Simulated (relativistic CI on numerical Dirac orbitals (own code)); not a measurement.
**Gd⁴¹⁺: sensitivity of the levels to the model**

Base calculation: Dirac-Coulomb-Breit CI, orbitals from a KLI potential per configuration, a model potential for QED, unscaled Slater integrals.

Configuration list (outside the closed core [Ne]): 3s2.3p6.3d5, 3s2.3p5.3d6, 3s2.3p4.3d7, 3s.3p6.3d6, 3p6.3d7, 3s.3p5.3d7, 3s2.3p6.3d4.4s, 3s2.3p6.3d4.4p, 3s2.3p4.3d6.4s, 3s2.3p5.3d5.4s, 3s2.3p6.3d4.4f, 3p6.3d6.4s, 3s2.3p6.3d3.4s2, 3s2.3p6.3d4.5s, 3p6.3d5.4s2. Levels of other configurations are missing.

Variants: (1) QED terms removed; (2) only the first configuration. Shifts of the energy above 3s2.3p6.3d5 4P_5/2, in cm⁻¹, for the lowest level and the first level of each name with at least 55 % of one term (blank where a level changes its place among those of its configuration and J or its character, or is not in the variant):

```tsv
Level	Base	Δ(1)	Δ(2)
3s2.3p6.3d5 4P_5/2	0	0	0
3s2.3p6.3d5 2D_3/2	475275	-851	+4209
3s2.3p6.3d5 4D_1/2	583168	-1458	-2499
3s2.3p6.3d5 2I_13/2	586796	-1454	-16171
3s2.3p6.3d5 2G_7/2	660465	-1435	-3949
3s2.3p6.3d5 4F_5/2	669054	-1440	-152
3s2.3p6.3d5 2G_9/2	772265	-1488	-1970
3s2.3p6.3d5 2P_3/2	880924	-1479	+6037
3s2.3p6.3d5 2P_1/2	1064340	-2047	+6547
3s2.3p5.3d6 6F°_9/2	2533030	+1571	
3s2.3p5.3d6 4H°_13/2	2587836	+1635	
3s2.3p5.3d6 4I°_15/2	2649991	+1626
```

At this charge energies of transitions that change n are usually good to better than 1 %, and those within a shell (Δn = 0) to a few per cent.

Ionisation energy from the two ground configurations alone: base 3159.87 eV. The NIST ASD value (theoretical) is 3160 eV.

LS names give the leading component of a level, which can be under half, so a name can repeat, a term be missing and a line seem to break the LS rules.
